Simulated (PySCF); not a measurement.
Bonding in `N[Si@@H]1CC[C@@H]1F`

C₃H₈FNSi.
Atom-mapped SMILES: `[NH2:1][Si@@H:2]1[CH2:3][CH2:4][C@@H:5]1[F:6]` (hydrogens: H7, H8 on N1; H9 on Si2; H10, H11 on C3; H12, H13 on C4; H14 on C5)

Geometry (GFN2-xTB, Å), atoms numbered from 1 in this order:
```xyz
14
C3H8FNSi angstrom
N      2.0112    0.5787    0.8515
Si     0.8499    0.5124   -0.4115
C     -0.9108    0.9757    0.1668
C     -1.4181   -0.4692   -0.0272
C     -0.1863   -1.1066   -0.6919
F      0.2498   -2.2373   -0.0063
H      1.7493    0.2406    1.7652
H      2.9659    0.3262    0.6542
H      1.4400    1.1070   -1.6048
H     -1.0167    1.3358    1.1871
H     -1.4312    1.6811   -0.4764
H     -1.6169   -0.9608    0.9241
H     -2.3164   -0.5352   -0.6392
H     -0.3704   -1.4488   -1.7136
```

Bond orders from the PBE0/pcSseg-1 density (PySCF). Geometry: GFN2-xTB, one conformer, isolated molecule.

How far do the computed orders between heavy atoms stray from the drawn ones?

The largest departure is 0.204, at C5–Si2 (drawn single, 0.796). Drawn single, order below 0.88: C5–F6 (0.819) and C5–Si2 (0.796).

Give the Mayer order of every bond between heavy atoms, beside its length.

| bond | drawn as | length (Å) | Mayer order |
| --- | --- | --- | --- |
| N1–Si2 | single | 1.717 | 1.115 |
| Si2–C3 | single | 1.910 | 0.930 |
| C3–C4 | single | 1.544 | 1.004 |
| C4–C5 | single | 1.538 | 0.992 |
| C5–F6 | single | 1.392 | 0.819 |
| C5–Si2 | single | 1.943 | 0.796 |

Bonds between the same two heavy elements. C–Si: lowest C5–Si2 (0.796, 1.943 Å), highest Si2–C3 (0.930, 1.910 Å). C–C: all 2 within 0.02 of one another (0.992 to 1.004).

And the bonds to hydrogen?

H–N: 0.94 (2 bonds); H–Si: 0.92 (1 bond); C–H: 0.95 (5 bonds).

Sum the orders of all bonds at each heavy atom with more than one neighbour and set the sums beside the valence in the SMILES.

N1 2.996 (drawn 3), Si2 3.757 (drawn 4), C3 3.833 (drawn 4), C4 3.895 (drawn 4), C5 3.554 (drawn 4). Orders between atoms that aren't bonded are not in these sums.

The Mayer order sums products of elements of PS (density times overlap matrix) between the two atoms' basis functions, so it depends on the basis set.

The run behind these numbers computed NMR shieldings as well. The run took about 40 s of CPU time (one thread, shared machine).
